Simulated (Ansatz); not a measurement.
Relaxation of Ru₂F₆ with RKS PBE0-D4/def2-SVP.

```sh
$ ansatz run in.yaml --threads 4 --pin off --events-out ev --progress --plain --max-ram 4787MiB
```

```yaml
crystal:
  periodic: [false, false, false]
  atoms:
    - {symbol: Ru, position_ang: [1.022010, -0.180140, 0.735000]}
    - {symbol: Ru, position_ang: [-1.028130, 0.183810, -0.724550]}
    - {symbol: F, position_ang: [2.471660, -1.038290, 0.198630]}
    - {symbol: F, position_ang: [-0.935100, -1.663600, -0.797830]}
    - {symbol: F, position_ang: [0.954050, 1.665300, 0.824690]}
    - {symbol: F, position_ang: [-0.227200, -0.962570, 1.851170]}
    - {symbol: F, position_ang: [-2.491050, 1.047100, -0.244360]}
    - {symbol: F, position_ang: [0.233760, 0.948400, -1.842750]}
basis:
  gaussian: {orbitals: def2-SVP}
hamiltonian: {xc: pbe0, dispersion: d4}
scf: {lower_state_search: "off"}
output: {orbitals: {seedname: orbitals}}
relax: {f_tol: 0.02, max_steps: 100}
```

Hardware: 4 threads of AMD EPYC 9R45 on a shared host. Wall time 8.5 s.

Positions (Å) and forces (eV/Å) at steps 1, 2, 3, 4, 6 of 6:

```xyz
8
step=1 energy=-21435.9137 eV
Ru    1.022   -0.180    0.735   -2.344    1.446    0.947
Ru   -1.028    0.184   -0.725    2.483   -1.502   -1.013
F     2.472   -1.038    0.199    0.441   -0.447   -0.634
F    -0.935   -1.664   -0.798   -0.188    0.690   -0.279
F     0.954    1.665    0.825    0.166   -0.679    0.275
F    -0.227   -0.963    1.851    0.635    0.384   -0.155
F    -2.491    1.047   -0.244   -0.533    0.495    0.670
F     0.234    0.948   -1.843   -0.662   -0.387    0.190
8
step=2 energy=-21436.4263 eV
Ru    0.929   -0.110    0.799   -0.755    0.485    0.337
Ru   -0.937    0.111   -0.799    0.764   -0.461   -0.310
F     2.318   -1.009    0.094   -0.068   -0.023   -0.142
F    -0.930   -1.715   -0.905   -0.123    0.344   -0.099
F     0.949    1.714    0.931    0.095   -0.339    0.088
F    -0.237   -0.916    1.954    0.307    0.151   -0.102
F    -2.337    1.021   -0.127    0.106   -0.011    0.127
F     0.246    0.904   -1.947   -0.327   -0.146    0.101
8
step=3 energy=-21436.5690 eV
Ru    0.839   -0.029    0.889    0.061    0.017    0.107
Ru   -0.838    0.032   -0.887   -0.073   -0.022   -0.103
F     2.144   -0.944    0.044    0.147   -0.117   -0.122
F    -1.002   -1.760   -1.048   -0.027   -0.241   -0.019
F     1.015    1.758    1.084    0.023    0.236    0.015
F    -0.192   -0.892    2.095   -0.133   -0.121    0.159
F    -2.156    0.956   -0.073   -0.148    0.119    0.134
F     0.190    0.880   -2.105    0.150    0.128   -0.172
8
step=4 energy=-21436.5773 eV
Ru    0.824   -0.017    0.906    0.076    0.003    0.091
Ru   -0.824    0.018   -0.906   -0.076    0.002   -0.091
F     2.117   -0.940    0.035    0.025   -0.020   -0.019
F    -1.012   -1.776   -1.072   -0.007   -0.041   -0.003
F     1.013    1.775    1.084    0.005    0.039    0.000
F    -0.195   -0.894    2.120   -0.021   -0.022    0.027
F    -2.118    0.946   -0.044   -0.024    0.018    0.021
F     0.195    0.888   -2.124    0.022    0.021   -0.026
8
step=6 energy=-21436.5783 eV
Ru    0.825   -0.016    0.913    0.003    0.000    0.005
Ru   -0.825    0.016   -0.912   -0.003    0.000   -0.004
F     2.115   -0.941    0.039   -0.001    0.000   -0.001
F    -1.016   -1.778   -1.080    0.001    0.001    0.001
F     1.015    1.778    1.082   -0.001   -0.001   -0.002
F    -0.193   -0.894    2.127   -0.001    0.000   -0.002
F    -2.114    0.943   -0.040    0.001    0.000    0.001
F     0.194    0.891   -2.128    0.001    0.000    0.002
```

In the def2 sets Ru takes a core potential; there is no spin–orbit coupling. The structure comes from a short search, and lower isomers may exist.
